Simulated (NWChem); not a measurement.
System: C$_{3}$H$_{6}$AuN; SMILES C[N+]#[C-]->[Au][CH3]

Parts of the log:

```
             Northwest Computational Chemistry Package (NWChem) 7.3.0
             --------------------------------------------------------

                             Geometry "geometry" -> ""
                             -------------------------

 Output coordinates in angstroms (scale by  1.889725989 to convert to a.u.)

  No.       Tag          Charge          X              Y              Z
 ---- ---------------- ---------- -------------- -------------- --------------
    1 Au                  79.0000    -0.43084100     0.55878800    -0.00043200
    2 C                    6.0000    -0.51784900     2.60970000    -0.00008800
    3 H                    1.0000     0.46393700     3.05334100    -0.23520800
    4 H                    1.0000    -0.83117600     2.99704900     0.98358400
    5 H                    1.0000    -1.23814200     2.97987700    -0.74834100
    6 C                    6.0000    -0.25665300    -4.00097900     0.00023400
    7 N                    7.0000    -0.31059700    -2.59581100    -0.00000500
    8 C                    6.0000    -0.35299900    -1.43041600    -0.00027500
    9 H                    1.0000    -0.56745400    -4.38872800     0.98119700
   10 H                    1.0000     0.76933900    -4.33690700    -0.20811200
   11 H                    1.0000    -0.92809700    -4.40286900    -0.77215200

 Effective nuclear repulsion energy (a.u.)     556.8760974037

 Summary of "ao basis" -> "ao basis" (spherical)
 ------------------------------------------------------------------------------
       Tag                 Description            Shells   Functions and Types
 ---------------- ------------------------------  ------  ---------------------
 Au                         def2-svp                12       32   6s3p2d1f
 C                          def2-svp                 6       14   3s2p1d
 H                          def2-svp                 3        5   2s1p
 N                          def2-svp                 6       14   3s2p1d

            General Information
            -------------------
          SCF calculation type: DFT
          Wavefunction type:  closed shell.
          No. of atoms     :    11
          No. of electrons :    50
           Alpha electrons :    25
            Beta electrons :    25
          Charge           :     0
          Spin multiplicity:     1
          Use of symmetry is: off; symmetry adaption is: off
          Maximum number of iterations: 150
          AO basis - number of functions:   118
                     number of shells:    54
          Convergence on energy requested:  1.00D-06
          Convergence on density requested:  1.00D-05
          Convergence on gradient requested:  5.00D-04

              XC Information
              --------------
          PerdewBurkeErnzerhof Exchange Functional  1.000
            Perdew 1991 LDA Correlation Functional  1.000 local
           PerdewBurkeErnz. Correlation Functional  1.000 non-local

             Grid Information
             ----------------
          Grid used for XC integration:  medium
          Radial quadrature: Mura-Knowles
          Angular quadrature: Lebedev.
          Tag              B.-S. Rad. Rad. Pts. Rad. Cut. Ang. Pts.
          ---              ---------- --------- --------- ---------
          Au                  1.35      123          12.0       590
          C                   0.70       49          15.0       434
          H                   0.35       45          15.0       434
          N                   0.65       49          13.0       434
          Grid pruning is: on
          Number of quadrature shells:   589
          Spatial weights used:  Erf1

      Superposition of Atomic Density Guess
      -------------------------------------

 Sum of atomic energies:        -322.55837987

      Non-variational initial energy
      ------------------------------

 Total energy =    -307.247718
 1-e energy   =    -864.990295
 2-e energy   =     356.206751
 HOMO         =      -0.339341
 LUMO         =       0.010290

   convergence    iter        energy       DeltaE   RMS-Dens  Diis-err
 ---------------- ----- ----------------- --------- --------- ---------
 d= 0,ls=0.0,diis     1   -307.9840799040 -5.10D+02  2.46D-02  7.86D-01
 d= 0,ls=0.0,diis     2   -306.1130705606  1.87D+00  2.01D-02  1.74D+01
 d= 0,ls=0.0,diis     3   -308.0773932153 -1.96D+00  4.00D-03  1.57D-01
 d= 0,ls=0.0,diis     4   -308.0589042010  1.85D-02  2.61D-03  3.30D-01
 d= 0,ls=0.0,diis     5   -308.0934956250 -3.46D-02  6.48D-04  1.23D-02
  Resetting Diis
 d= 0,ls=0.0,diis     6   -308.0948492250 -1.35D-03  2.64D-04  1.04D-03
 d= 0,ls=0.0,diis     7   -308.0949639431 -1.15D-04  2.68D-04  1.64D-04
 d= 0,ls=0.0,diis     8   -308.0948697279  9.42D-05  1.85D-04  9.09D-04
 d= 0,ls=0.0,diis     9   -308.0949822741 -1.13D-04  3.60D-05  3.25D-05
 d= 0,ls=0.0,diis    10   -308.0949860072 -3.73D-06  4.51D-06  9.11D-07
 d= 0,ls=0.0,diis    11   -308.0949860929 -8.57D-08  2.54D-06  1.04D-07

         Total DFT energy =     -308.094986092944
      One electron energy =     -869.658914633066
           Coulomb energy =      397.918567992130
    Exchange-Corr. energy =      -37.890465235738
 Nuclear repulsion energy =      201.535825783730

 Numeric. integr. density =       49.999996764697

                       DFT Final Molecular Orbital Analysis
                       ------------------------------------

 Vector   23  Occ=2.000000D+00  E=-2.416756D-01
              MO Center= -4.4D-01,  5.8D-01,  2.6D-04, r^2= 1.0D+00
   Bfn.  Coefficient  Atom+Function         Bfn.  Coefficient  Atom+Function
  ----- ------------  ---------------      ----- ------------  ---------------
    18      0.683895   1 Au d  0             20     -0.376061   1 Au d  2
    19     -0.317067   1 Au d  1             16     -0.203454   1 Au d -2
    23      0.176111   1 Au d  0             25     -0.096837   1 Au d  2
    24     -0.081653   1 Au d  1             17      0.067527   1 Au d -1
    36      0.060386   2 C  px               47      0.054470   3 H  s

 Vector   24  Occ=2.000000D+00  E=-2.416255D-01
              MO Center= -4.2D-01,  5.8D-01, -1.1D-03, r^2= 1.1D+00
   Bfn.  Coefficient  Atom+Function         Bfn.  Coefficient  Atom+Function
  ----- ------------  ---------------      ----- ------------  ---------------
    19      0.791676   1 Au d  1             18      0.275350   1 Au d  0
    24      0.203949   1 Au d  1             20     -0.164015   1 Au d  2
    17      0.149618   1 Au d -1             23      0.070929   1 Au d  0
    38     -0.063548   2 C  pz               57      0.051856   5 H  s
    52     -0.047590   4 H  s                81     -0.046696   7 N  pz

 Vector   25  Occ=2.000000D+00  E=-1.997012D-01
              MO Center= -4.6D-01,  1.4D+00, -3.3D-04, r^2= 2.5D+00
   Bfn.  Coefficient  Atom+Function         Bfn.  Coefficient  Atom+Function
  ----- ------------  ---------------      ----- ------------  ---------------
     5      0.539646   1 Au s                 3     -0.437760   1 Au s
    37     -0.322229   2 C  py               20      0.286112   1 Au d  2
     6      0.279920   1 Au s                 2      0.273516   1 Au s
    40     -0.221951   2 C  py               18      0.165814   1 Au d  0
    35      0.149416   2 C  s                 8     -0.127685   1 Au py

 Vector   26  Occ=0.000000D+00  E=-5.583381D-02
              MO Center= -3.2D-01, -1.4D+00,  3.8D-02, r^2= 4.2D+00
   Bfn.  Coefficient  Atom+Function         Bfn.  Coefficient  Atom+Function
  ----- ------------  ---------------      ----- ------------  ---------------
    96      0.334821   8 C  px               93      0.328801   8 C  px
   105     -0.310549   9 H  s                98     -0.308843   8 C  pz
   110      0.305464  10 H  s                95     -0.303356   8 C  pz
    82     -0.288132   7 N  px               79      0.267960   7 N  px
    84      0.265815   7 N  pz               13      0.249304   1 Au px

 Vector   27  Occ=0.000000D+00  E=-5.582883D-02
              MO Center= -3.9D-01, -1.4D+00, -3.8D-02, r^2= 4.2D+00
   Bfn.  Coefficient  Atom+Function         Bfn.  Coefficient  Atom+Function
  ----- ------------  ---------------      ----- ------------  ---------------
   115     -0.354824  11 H  s                98      0.335012   8 C  pz
    95      0.329070   8 C  pz               96      0.308674   8 C  px
    93      0.303137   8 C  px               84     -0.288342   7 N  pz
    81      0.268143   7 N  pz               82     -0.265640   7 N  px
    15      0.249511   1 Au pz               79      0.247037   7 N  px

 Vector   28  Occ=0.000000D+00  E= 1.127122D-02
              MO Center= -2.6D-01, -4.1D+00,  3.8D-04, r^2= 5.4D+00
   Bfn.  Coefficient  Atom+Function         Bfn.  Coefficient  Atom+Function
  ----- ------------  ---------------      ----- ------------  ---------------
    64      2.135331   6 C  s               105     -1.064012   9 H  s
   110     -1.062939  10 H  s               115     -1.064019  11 H  s
    97      0.501240   8 C  py               14      0.443508   1 Au py
    69     -0.425996   6 C  py                6     -0.387376   1 Au s
    63      0.352195   6 C  s                78      0.295318   7 N  s

     Multipole analysis of the density
     ---------------------------------

     L   x y z        total         alpha         beta         nuclear
     -   - - -        -----         -----         ----         -------
     0   0 0 0     -0.000000    -25.000000    -25.000000     50.000000

     1   1 0 0      0.105629     18.436784     18.436784    -36.767939
     1   0 1 0     -2.734307     25.639027     25.639027    -54.012360
     1   0 0 1      0.000329      0.007770      0.007770     -0.015210

[...]
```

Level: PBE/def2-SVP with def2 effective core potentials on Au, vertical spin-unrestricted ions. Structure relaxed at the PBE0/def2-SVP level. Not confirmed as a minimum by frequencies. def2 effective core potentials on Au; no spin-orbit coupling.

### Question
Which NWChem input produces such a log?

### Answer
One answer among several that fit: the input that was run:
```
start job
memory heap 200 mb stack 900 mb global 1100 mb
geometry units angstroms noautosym nocenter noautoz
  Au    -0.430841     0.558788    -0.000432
  C     -0.517849     2.609700    -0.000088
  H      0.463937     3.053341    -0.235208
  H     -0.831176     2.997049     0.983584
  H     -1.238142     2.979877    -0.748341
  C     -0.256653    -4.000979     0.000234
  N     -0.310597    -2.595811    -0.000005
  C     -0.352999    -1.430416    -0.000275
  H     -0.567454    -4.388728     0.981197
  H      0.769339    -4.336907    -0.208112
  H     -0.928097    -4.402869    -0.772152
end
basis spherical
  Au library def2-svp
  C library def2-svp
  H library def2-svp
  N library def2-svp
end
ecp
  Au library def2-ecp
end
dft
  xc xpbe96 cpbe96
  iterations 150
  vectors input atomic output neutral.movecs
end
task dft energy
charge 1
dft
  odft
  mult 2
  vectors input atomic output cation.movecs
end
task dft energy
```
